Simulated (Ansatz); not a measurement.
Mean bond length (Å) of eight boron compounds: PBE-D3(BJ) beside PBE0-D3(BJ), computed with Ansatz (a program for electronic structure) for isolated molecules in the bases named; differences from unrounded values. The eight are the first of their class met in an unordered collection, after screening for sound electronic states; none was chosen by its value. Each level has its own optimised geometry.

| molecule | basis | PBE0-D3(BJ) | PBE-D3(BJ) | difference |
|---|---|---|---|---|
| C3H8BNO, SMILES CNB1COC1 | def2-SVP | 1.259 | 1.269 | 0.010 |
| prop-2-enylboronamidic acid (C₃H₈BNO), SMILES C=CCB(N)O | def2-SVP | 1.206 | 1.215 | 0.009 |
| 2-hydroxyethylboronic acid (C2H7BO3), SMILES OCCB(O)O | def2-SVP | 1.212 | 1.222 | 0.011 |
| C2H5BO3, SMILES OB1COCO1 | def2-SVP | 1.264 | 1.276 | 0.012 |
| C3H6BNO, SMILES C#CB(N)OC | def2-SVP | 1.212 | 1.221 | 0.009 |
| C₃H₄BF₃, SMILES FB(/C=C(/F)C)F | def2-SVP | 1.274 | 1.284 | 0.010 |
| C2H7BO, SMILES O(BC)C | def2-SVP | 1.215 | 1.224 | 0.009 |
| C3H6BNO2, SMILES N(/C)=C1\B(O)OC1 | def2-SVP | 1.267 | 1.278 | 0.011 |

PBE-D3(BJ) lies below PBE0-D3(BJ) in 0 and above it in 8 of the eight; the mean signed difference is 0.010 and the largest 0.012 Å.
